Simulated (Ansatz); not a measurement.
Consider the redistribution: `CB(S)O[SiH3]` + `CC(O)O[SiH3]` → `OC([SiH3])O[SiH3]` + `COB(C)S`.

Calculated with Ansatz (gas phase, PBE0-D4/def2-TZVP geometries, no zero-point term in ΔE). CBS: MP2 limit from def2 TZ/QZ plus the TZ coupled-cluster correction, frozen cores. Functionals use def2-TZVPP. B3LYP here is the variant with VWN-RPA as its local correlation; programs differ in this. Each species was taken in one conformer, which may not be the lowest.

`CB(S)O[SiH3]`:

Z-matrix (Å, degrees):
```
C
B 1 1.566
H 1 1.091 2 114.2
H 1 1.095 2 109.7 3 121.9
H 1 1.095 2 109.6 3 -121.8
S 2 1.821 1 117.7 3 0.3
O 2 1.358 1 119.2 3 -179.7
H 6 1.344 2 98.6 1 -179.3
Si 7 1.642 2 142.0 1 -176.4
H 9 1.488 7 111.4 2 -17.8
H 9 1.483 7 108.8 2 102.6
H 9 1.481 7 107.8 2 -137.8
```

`CC(O)O[SiH3]`:

Cartesian coordinates in Å:
```
C 0.150 -0.624 -1.513
C -0.643 0.139 -0.485
O -1.408 1.085 -1.154
O 0.205 0.807 0.428
Si 0.817 0.131 1.796
H 0.796 0.069 -2.054
H -0.523 -1.110 -2.221
H 0.766 -1.386 -1.033
H -1.294 -0.544 0.088
H -1.866 1.617 -0.496
H -0.270 -0.531 2.571
H 1.857 -0.891 1.495
H 1.414 1.238 2.578
```

`OC([SiH3])O[SiH3]`:

```xyz
13

O    -1.286   -0.907    0.262
C    -0.381   -0.104   -0.453
Si   -1.100    1.617   -0.867
O     0.816    0.098    0.261
Si    1.694   -1.172    0.866
H    -1.596   -0.416    1.030
H    -0.173   -0.680   -1.365
H    -0.075    2.485   -1.497
H    -1.558    2.210    0.419
H    -2.263    1.461   -1.778
H     3.045   -0.627    1.135
H     1.758   -2.265   -0.141
H     1.119   -1.700    2.129
```

`COB(C)S`:

Cartesian coordinates in Å:
```
C -1.225 0.771 1.484
O -0.146 -0.023 1.036
B 0.196 -0.120 -0.269
C 1.409 -1.026 -0.672
S -0.780 0.817 -1.503
H -1.287 0.666 2.567
H -1.064 1.825 1.236
H -2.167 0.442 1.037
H 1.103 -1.806 -1.375
H 2.186 -0.442 -1.174
H 1.852 -1.506 0.202
H -0.078 0.404 -2.569
```

CCSD(T)/CBS gives +178.8 kJ/mol.

Question: Another level gave +183.3 kJ/mol. Which?
A. B3LYP-D4/def2-TZVPP
B. HF/def2-TZVPP
C. MP2/def2-TZVPP
D. CCSD(T)/def2-TZVPP

Answer: C. MP2/def2-TZVPP 183.3, B3LYP-D4 171.9, CCSD(T)/def2-TZVPP 175.9, HF/def2-TZVPP 195.8 kJ/mol.

Largest T1 diagnostic among the species: 0.013.

From PBE to PBE0 (25 % exact exchange), in def2-TZVPP and without D4, ΔE moves by +11.4 kJ/mol. In def2-TZVPP, CCSD(T) changes the Hartree–Fock value by −19.9 kJ/mol (the triples alone add −3.6 kJ/mol) and MP2 by −12.5 kJ/mol.
